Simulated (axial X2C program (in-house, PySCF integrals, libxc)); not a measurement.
## Ionising MnSe

Computed with an axial X2C code built on PySCF integrals, spin-free (one-electron X2C) or two-component (2c: spin–orbit coupling with atomic mean-field Coulomb and Gaunt terms, which also bring small scalar terms), in Dyall basis sets with cores contracted in-house; open shells are unrestricted.

Basis sets: Mn dyall-cv3z, Se dyall-cv3z. Frozen shells (counts by l): MnSe Se 3s2p1d, Mn 3s2p, 13 electrons correlated; MnSe⁺ Se 3s2p1d, Mn 3s2p, 12 electrons correlated. Coupled cluster in natural virtuals with an MP2 remainder. Where the outer core of a metal is frozen, bonds come out longer and ionisation energies lower.

```tsv
Hamiltonian	level	MnSe state	Re (Å)	ωe (cm⁻¹)	De (eV)
spin-free	HF	M_S = 5/2, Λ = 0	2.411	254.2	0.92
spin-free	PBE0	M_S = 5/2, Λ = 0	2.188	367.7	2.79
spin-free	CCSD	M_S = 5/2, Λ = 0	2.238	331.4	1.77
spin-free	CCSD(T)	M_S = 5/2, Λ = 0	2.226	340.3	1.91
```

Adiabatic ionisation energy (minimum to minimum, no zero-point term) and constants of MnSe⁺:

| Hamiltonian | level | MnSe⁺ state | IE (eV) | Re (Å) | ωe (cm⁻¹) | De (eV) | fragments |
| --- | --- | --- | --- | --- | --- | --- | --- |
| spin-free | HF | M_S = 2, Λ = 1 | 6.58 | 2.483 | 196.7 | 0.36 | Se + Mn+ |
| spin-free | PBE0 | M_S = 2, Λ = 1 | 7.85 | 2.278 | 307.9 | 2.03 | Se + Mn+ |
| spin-free | CCSD | M_S = 2, Λ = 1 | 7.42 | 2.346 | 294.0 | 1.56 | Se + Mn+ |
| spin-free | CCSD(T) | M_S = 2, Λ = 1 | 7.51 | 2.338 | 297.9 | 1.68 | Se + Mn+ |

Q: Add the zero-point terms to the ionisation energy at CCSD(T), spin-free, and say whether the electron removed was bonding.

A: IE0 = IE + (ωe⁺ − ωe)/2 = 7.51 + (-0.003) = 7.51 eV. Re changes by 0.112 Å, so the bond lengthens, as on loss of a bonding electron.

Q: Close the cycle De(MnSe⁺) + IE(MnSe) = De(MnSe) + IE(Mn) to find the atomic ionisation energy at CCSD(T), spin-free.

A: IE(Mn) = 1.68 + 7.51 − 1.91 = 7.28 eV, for the determinants used.

Each entry is the lowest single determinant of a limited PBE0 search at one distance. De goes to single-determinant-based atoms at the same level (for ions the charge split of lowest energy) and is withheld (n/a) where an atom does not fit its ground term or J level. Main or longest-lived isotopes. One determinant is a doubtful description, or other states lie close, for MnSe, MnSe⁺; these need not be ground states, and all values refer to the states named. The functionals have no current term, which raises determinants with orbital currents.
